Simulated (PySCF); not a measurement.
## Electron correlation in Cl⁺ (chlorine, charge +1)

[Ne] 3s2 3p4, high-spin 3P determinant. Calculation: PySCF 2.14, in aug-cc-pV(D+d)Z (5s4p3d, 32 functions); no relativity, point nucleus. Frozen: [Ne]; 6 electrons correlated.

| level | correlation energy (mhartree) |
| --- | --- |
| CCSD | -115.92 |
| (T) | -1.79 |
| CCSD(T) | -117.71 |
| CCSDT | -118.12 |

Diagnostics: T1 = 0.0080, D1 = 0.0269, largest double amplitude 0.047.

Cost of the coupled-cluster step: roughly 0.7 core-seconds, for 6 correlated electrons.

Iterations:

```
CC2 = 0
CCSD nocc = (np.int64(4), np.int64(2)), nmo = (27, 27)
frozen orbitals [[0, 1, 2, 3, 4], [0, 1, 2, 3, 4]]
max_cycle = 100
direct = 0
conv_tol = 1e-08
conv_tol_normt = 1e-06
diis_space = 8
diis_start_cycle = 0
Init t2, MP2 energy = -0.0938954213825405
Init E_corr(UCCSD) = -0.0938954213868883
cycle = 1  E_corr(UCCSD) = -0.110520830207084  dE = -0.0166254088  norm(t1,t2) = 0.0411457
cycle = 2  E_corr(UCCSD) = -0.114184142202568  dE = -0.003663312  norm(t1,t2) = 0.0138894
cycle = 3  E_corr(UCCSD) = -0.115950115033441  dE = -0.00176597283  norm(t1,t2) = 0.00568974
cycle = 4  E_corr(UCCSD) = -0.115912609661299  dE = 3.75053721e-05  norm(t1,t2) = 0.000680611
cycle = 5  E_corr(UCCSD) = -0.115919277297718  dE = -6.66763642e-06  norm(t1,t2) = 0.000136943
cycle = 6  E_corr(UCCSD) = -0.115918563527682  dE = 7.13770036e-07  norm(t1,t2) = 2.92333e-05
cycle = 7  E_corr(UCCSD) = -0.115918749734134  dE = -1.86206451e-07  norm(t1,t2) = 7.39331e-06
cycle = 8  E_corr(UCCSD) = -0.115918751646827  dE = -1.91269313e-09  norm(t1,t2) = 2.07495e-06
cycle = 9  E_corr(UCCSD) = -0.115918721837874  dE = 2.98089524e-08  norm(t1,t2) = 3.91137e-07
cycle = 10  E_corr(UCCSD) = -0.115918728235973  dE = -6.39809833e-09  norm(t1,t2) = 7.11733e-08
UCCSD converged
E(UCCSD) = -459.1543360471441  E_corr = -0.1159187282359727
UCCSD(T) correction = -0.00179449821969851
```
